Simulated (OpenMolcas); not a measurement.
Ni6+: effect of the level shift or regulariser

- Program: OpenMolcas 26.06
- Basis: ANO-RCC-VDZP [5s4p2d1f]
- Scalar Hamiltonian: DKH2, point nucleus
- Active space: 4 electrons in 5 orbitals (3d)
- State averaging: 2S+1 = 5 even, 5 roots; 2S+1 = 3 even, 45 roots; 2S+1 = 1 even, 50 roots
- Spin-orbit coupling: RASSI with atomic mean-field integrals over the reference wave functions, term energies averaged over their components

Methods on the same reference wave functions:
A. CASSCF
B. MS-CASPT2, IPEA 0.25 Eh, imaginary shift 0.1 Eh (closed shells correlated: 3s 3p)
C. MS-CASPT2, IPEA 0.25 Eh, sigma2 regulariser 0.3 Eh (closed shells correlated: 3s 3p)

Energies in cm-1 above 3d4 5D0, the measured ground level; measured values from Corliss and Sugar, J. Phys. Chem. Ref. Data 10, 197 (1981).

```json
{"Level": "3d4 5D0", "A": "0.0", "B": "0.0", "C": "0.0", "Measured": "0.0"}
{"Level": "3d4 5D1", "A": "294", "B": "300", "C": "300", "Measured": "279"}
{"Level": "3d4 5D2", "A": "854", "B": "866", "C": "866", "Measured": "804"}
{"Level": "3d4 5D3", "A": "1640", "B": "1656", "C": "1656", "Measured": "1520"}
{"Level": "3d4 5D4", "A": "2614", "B": "2630", "C": "2630", "Measured": "2392"}
{"Level": "3d4 3H4", "A": "33877", "B": "33940", "C": "33940", "Measured": "31672"}
{"Level": "3d4 3H5", "A": "34516", "B": "34640", "C": "34640", "Measured": "32286"}
{"Level": "3d4 3H6", "A": "35184", "B": "35360", "C": "35360", "Measured": "32877"}
{"Level": "3d4 3P0(1)", "A": "35519", "B": "31650", "C": "31650", "Measured": "30077"}
{"Level": "3d4 3P1(1)", "A": "37242", "B": "33450", "C": "33450", "Measured": "31836"}
{"Level": "3d4 3F3(1)", "A": "39221", "B": "36430", "C": "36430", "Measured": "34317"}
{"Level": "3d4 3F4(1)", "A": "39507", "B": "36760", "C": "36760", "Measured": "34576"}
{"Level": "3d4 3G3", "A": "42953", "B": "40740", "C": "40740", "Measured": "38160"}
{"Level": "3d4 3G4", "A": "43636", "B": "41440", "C": "41440", "Measured": "38746"}
{"Level": "3d4 3G5", "A": "44118", "B": "42020", "C": "42020", "Measured": "39247"}
{"Level": "3d4 1I6", "A": "51362", "B": "51690", "C": "51690", "Measured": ""}
{"Level": "3d4 1G4(1)", "A": "54429", "B": "50350", "C": "50350", "Measured": ""}
{"Level": "3d4 3D3", "A": "55137", "B": "49720", "C": "49720", "Measured": ""}
{"Level": "3d4 3D2", "A": "55346", "B": "49950", "C": "49950", "Measured": ""}
{"Level": "3d4 3D1", "A": "55659", "B": "50240", "C": "50240", "Measured": ""}
{"Level": "3d4 1S0(1)", "A": "62887", "B": "53750", "C": "53750", "Measured": ""}
{"Level": "3d4 1D2(1)", "A": "67000", "B": "63380", "C": "63380", "Measured": ""}
{"Level": "3d4 1F3", "A": "76859", "B": "71570", "C": "71570", "Measured": ""}
{"Level": "3d4 3F4(2)", "A": "90473", "B": "84560", "C": "84560", "Measured": ""}
```

Deviations, from unrounded energies. A percentage is the sum of absolute deviations over the sum of measured energies, with the sign that they share, or ± where signs differ.

```csv
Against measurement,Levels,A,B,C
mean absolute deviation (cm-1),14,3000,1600,1600
fine structure of the ground term (%),4,+8.2,+9.1,+9.1
other terms of the ground configuration (%),10,+12.2,+6.6,+6.6
```

B, C lie about equally close to measurement and A furthest from it. The largest miss of C in the table is 3d4 3G5, by +2800 cm-1. The ranking rests on the paired levels alone, and a cruder setting can come out closer through cancelling errors.

Between B and C no level of the table moves by more than 5 cm-1.

The two smallest mean deviations differ by little beside CASPT2's spread within terms, so their order carries little weight.

From A to B the spin-free energies of the other terms of 3d4 shown, above 5D, scale by factors of 0.85 to 1.01.

The lowest spin-free term lies below A's lowest term by 0.223 hartree in B, 0.223 hartree in C.

CASPT2 does not keep the components of a term degenerate, so their means are used; among the terms shown or strongly mixed into the levels shown the widest spread is 880 cm-1 (3d4 1I, C). The basis is small and was not contracted for so high a charge. Without dynamic correlation excited terms often stand tens of per cent too high (terms of higher spin than the ground term too low), and those without a measured partner can miss by more than the paired ones (holds for A). The CASPT2 spread within a term exceeds the gap to the next term for 3d4 3P(1) and 3d4 3H, 3d4 1G(1) and 3d4 3D, so the order of their levels is uncertain (holds for B; C). Computed and measured levels are paired by configuration, term and J; levels that our copy of the source lacks, or whose pairing is in doubt (as where it misses far off the trend of its configuration), stay unpaired and out of the deviations. Levels of configurations outside the active space are missing. Levels that lie high or do not pair safely by name in every column are left out.

A number in round brackets counts repeated terms of one configuration in the order of the reference energies.
